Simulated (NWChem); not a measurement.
System: C2H2BrF; SMILES C=C(F)Br

NWChem input:

```
start job
memory heap 200 mb stack 900 mb global 1100 mb
geometry units angstroms noautosym nocenter noautoz
  C     -1.210565     1.633514     0.000000
  C     -0.077866     0.942427     0.000000
  F      1.111551     1.511021     0.000000
  Br     0.030446    -0.931338     0.000000
  H     -2.174056     1.127657     0.000000
  H     -1.165198     2.724322     0.000000
end
basis spherical
  C library 6-31g*
  F library 6-31g*
  Br library 6-31g*
  H library 6-31g*
end
dft
  xc pbe0
  iterations 150
end
cosmo
  dielec 2.0
end
task dft energy
```

Excerpt of the output:

```
             Northwest Computational Chemistry Package (NWChem) 7.3.0
             --------------------------------------------------------

                             Geometry "geometry" -> ""
                             -------------------------

 Output coordinates in angstroms (scale by  1.889725989 to convert to a.u.)

  No.       Tag          Charge          X              Y              Z
 ---- ---------------- ---------- -------------- -------------- --------------
    1 C                    6.0000    -1.21056500     1.63351400     0.00000000
    2 C                    6.0000    -0.07786600     0.94242700     0.00000000
    3 F                    9.0000     1.11155100     1.51102100     0.00000000
    4 Br                  35.0000     0.03044600    -0.93133800     0.00000000
    5 H                    1.0000    -2.17405600     1.12765700     0.00000000
    6 H                    1.0000    -1.16519800     2.72432200     0.00000000

 Effective nuclear repulsion energy (a.u.)     232.3172849777

                                 NWChem DFT Module
                                 -----------------

 Summary of "ao basis" -> "ao basis" (spherical)
 ------------------------------------------------------------------------------
       Tag                 Description            Shells   Functions and Types
 ---------------- ------------------------------  ------  ---------------------
 C                           6-31g*                  6       14   3s2p1d
 F                           6-31g*                  6       14   3s2p1d
 Br                          6-31g*                 12       32   5s4p3d
 H                           6-31g*                  2        2   2s

 in cosmo_initialize ...

 solvent parameters
 solvname_short: unkn
 solvname_long:  unknown
 dielec:        2.0000

          ---------------
          -cosmo- solvent
          ---------------
 Cosmo: York-Karplus, doi: 10.1021/jp992097l
 dielectric constant -eps-     =   2.00
 screen = (eps-1)/(eps    )    =   0.50000
 surface charge correction     = lagrangian

   van der Waals surface
 --------------------------

 ---------- ATOMIC COORDINATES (A.U.) ------------ VDWR(ANG.) --
     1   -2.28763614    3.08689386    0.00000000     2.000
     2   -0.14714540    1.78092879    0.00000000     2.000
     3    2.10052681    2.85541565    0.00000000     1.720
     4    0.05753460   -1.75997362    0.00000000     2.160
     5   -4.10837012    2.13096274    0.00000000     1.300
     6   -2.20190494    5.14822208    0.00000000     1.300
 number of segments per atom =         32
 number of   points per atom =         32
 atom (   nspa,  nppa )
 ----------------------
    1 (     18,     0 )       0
    2 (     10,     0 )       0
    3 (     20,     0 )       0
    4 (     28,     0 )       0
    5 (     16,     0 )       0
    6 (     16,     0 )       0
 number of -cosmo- surface points =      108
 molecular surface =    108.913 angstrom**2
 molecular volume  =     89.075 angstrom**3
 G(cav/disp)       =      1.405 kcal/mol
 -lineq- algorithm             =   0
 -bem- low  level              =   2
 -bem- from -octahedral-
 gaussian surface charge width =   4.50000
 degree of switching           =   1.00000
 switching function tolerance  =   0.00010
 atomic radii =
 --------------
    1  6.000  2.000
    2  6.000  2.000
    3  9.000  1.720
    4 35.000  2.160
    5  1.000  1.300
    6  1.000  1.300
 ...... end of -cosmo- initialization ......

            General Information
            -------------------
          SCF calculation type: DFT
          Wavefunction type:  closed shell.
          No. of atoms     :     6
          No. of electrons :    58
           Alpha electrons :    29
            Beta electrons :    29
          Charge           :     0
          Spin multiplicity:     1
          Use of symmetry is: off; symmetry adaption is: off
          Maximum number of iterations: 150
          AO basis - number of functions:    78
                     number of shells:    34
          Convergence on energy requested:  1.00D-06
          Convergence on density requested:  1.00D-05
          Convergence on gradient requested:  5.00D-04

              XC Information
              --------------
                         PBE0 Method XC Functional
                     Hartree-Fock (Exact) Exchange  0.250
          PerdewBurkeErnzerhof Exchange Functional  0.750
            Perdew 1991 LDA Correlation Functional  1.000 local
           PerdewBurkeErnz. Correlation Functional  1.000 non-local

[...]

                                   COSMO solvation results
                                   -----------------------

                 gas phase energy =     -2750.576410550874
                 sol phase energy =     -2750.577810138814
 (electrostatic) solvation energy =         0.001399587940 (    0.88 kcal/mol)

                       DFT Final Molecular Orbital Analysis
                       ------------------------------------

 Vector   27  Occ=2.000000D+00  E=-3.496389D-01
              MO Center=  3.8D-02, -1.5D-01, -8.6D-08, r^2= 2.5D+00
   Bfn.  Coefficient  Atom+Function         Bfn.  Coefficient  Atom+Function
  ----- ------------  ---------------      ----- ------------  ---------------
    55      0.633471  4 Br pz                51     -0.284541  4 Br pz
    33     -0.260891  3 F  pz                59      0.258763  4 Br pz
    19      0.214876  2 C  pz                37     -0.200301  3 F  pz
     5      0.155866  1 C  pz                23      0.116934  2 C  pz
     9      0.102106  1 C  pz                47      0.085321  4 Br pz

 Vector   28  Occ=2.000000D+00  E=-3.217201D-01
              MO Center=  2.1D-02, -7.8D-01, -5.0D-08, r^2= 1.8D+00
   Bfn.  Coefficient  Atom+Function         Bfn.  Coefficient  Atom+Function
  ----- ------------  ---------------      ----- ------------  ---------------
    53      0.779547  4 Br px                49     -0.347584  4 Br px
    57      0.326461  4 Br px                32      0.119931  3 F  py
    45      0.104133  4 Br px                36      0.088933  3 F  py
     4     -0.082676  1 C  py                 6      0.080563  1 C  s
    78     -0.059047  6 H  s                 21      0.053372  2 C  px

 Vector   29  Occ=2.000000D+00  E=-2.700666D-01
              MO Center= -4.7D-01,  7.1D-01, -3.3D-08, r^2= 2.9D+00
   Bfn.  Coefficient  Atom+Function         Bfn.  Coefficient  Atom+Function
  ----- ------------  ---------------      ----- ------------  ---------------
    55      0.455614  4 Br pz                 5     -0.381740  1 C  pz
     9     -0.306292  1 C  pz                19     -0.306298  2 C  pz
    59      0.216395  4 Br pz                51     -0.200291  4 Br pz
    33      0.191130  3 F  pz                23     -0.170058  2 C  pz
    37      0.153964  3 F  pz                47      0.059905  4 Br pz

 Vector   30  Occ=0.000000D+00  E= 4.524044D-03
              MO Center= -5.7D-02, -4.0D-01,  1.4D-07, r^2= 3.0D+00
   Bfn.  Coefficient  Atom+Function         Bfn.  Coefficient  Atom+Function
  ----- ------------  ---------------      ----- ------------  ---------------
    20      1.084906  2 C  s                 58     -0.832893  4 Br py
    54     -0.484635  4 Br py                22     -0.461835  2 C  py
    56     -0.459466  4 Br s                 18     -0.421012  2 C  py
    52      0.268192  4 Br s                 78      0.257699  6 H  s
    50      0.206363  4 Br py                76     -0.190651  5 H  s

 Vector   31  Occ=0.000000D+00  E= 1.012839D-02
              MO Center= -5.8D-01,  1.2D+00, -1.5D-07, r^2= 2.3D+00
   Bfn.  Coefficient  Atom+Function         Bfn.  Coefficient  Atom+Function
  ----- ------------  ---------------      ----- ------------  ---------------
     9      0.610526  1 C  pz                23     -0.598918  2 C  pz
    19     -0.494827  2 C  pz                 5      0.391570  1 C  pz
    37      0.190741  3 F  pz                33      0.184188  3 F  pz
    59      0.174531  4 Br pz                55      0.148291  4 Br pz
    71     -0.090528  4 Br d -1              51     -0.063691  4 Br pz

 Vector   32  Occ=0.000000D+00  E= 1.252087D-01
              MO Center= -6.2D-01,  1.1D+00,  1.5D-08, r^2= 3.6D+00
   Bfn.  Coefficient  Atom+Function         Bfn.  Coefficient  Atom+Function
  ----- ------------  ---------------      ----- ------------  ---------------
    76      1.025247  5 H  s                 78     -0.731681  6 H  s
    21      0.652410  2 C  px                34     -0.596114  3 F  s
    20      0.538157  2 C  s                  8      0.514586  1 C  py
     7      0.441537  1 C  px                35      0.359250  3 F  px
    17      0.296323  2 C  px                31      0.277321  3 F  px

     Multipole analysis of the density
     ---------------------------------

     L   x y z        total         alpha         beta         nuclear
     -   - - -        -----         -----         ----         -------
     0   0 0 0     -0.000000    -29.000000    -29.000000     58.000000

     1   1 0 0     -0.483145     -0.241317     -0.241317     -0.000512
     1   0 1 0      0.261869     -0.161958     -0.161958      0.585785
     1   0 0 1      0.000000      0.000000      0.000000      0.000000

     2   2 0 0    -24.955293    -59.018871    -59.018871     93.082450
     2   1 1 0     -1.516167      6.040085      6.040085    -13.596336
     2   1 0 1      0.000000      0.000000      0.000000      0.000000
     2   0 2 0    -23.350767   -156.196512   -156.196512    289.042257
     2   0 1 1     -0.000001     -0.000000     -0.000000      0.000000
     2   0 0 2    -26.809730    -13.404865    -13.404865      0.000000
```

Level: PBE0/6-31G* (spherical d), COSMO on the gas-phase geometry. Coordinates come from a PBE0/def2-SVP optimisation. COSMO prints the solvation energy as gas minus solution, so a positive value is a stabilisation.
